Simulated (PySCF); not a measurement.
# From computed data to an observable: chemical shift, span and skew from a shielding tensor

CHNO, SMILES N=C=O. Atoms are numbered in the order given.

```xyz
4

N     -0.1225    -1.1550     0.0000
C      0.0194     0.0448     0.0000
O      0.0148     1.2056     0.0000
H      0.6225    -1.8285     0.0000
```

Coordinates come from a PBE0-D3(BJ)/def2-TZVP optimisation.

GIAO shieldings from HF/pcSseg-2 (PySCF), non-relativistic, no solvent. The symmetric part of the tensor of C2 has the principal values -74.6, -63.4, 268.4 ppm. The same nucleus in TMS has σ = 193.3 ppm at this level (PySCF, at its B3LYP-D3(BJ)/def2-TZVP geometry).

Work out the isotropic shielding, the ¹³C shift against TMS, the span and the skew.


σ(iso) = (σ11 + σ22 + σ33)/3 = 43.5 ppm. δ = σ(ref) − σ(iso) = 193.3 − (43.5) = 149.8 ppm.
Span Ω = σ33 − σ11 = 343.0 ppm. Skew κ = 3(σ(iso) − σ22)/Ω = 0.93. Tumbling in solution averages the tensor to δ; in a static solid the shielding alone would spread this spin-1/2 line over Ω.
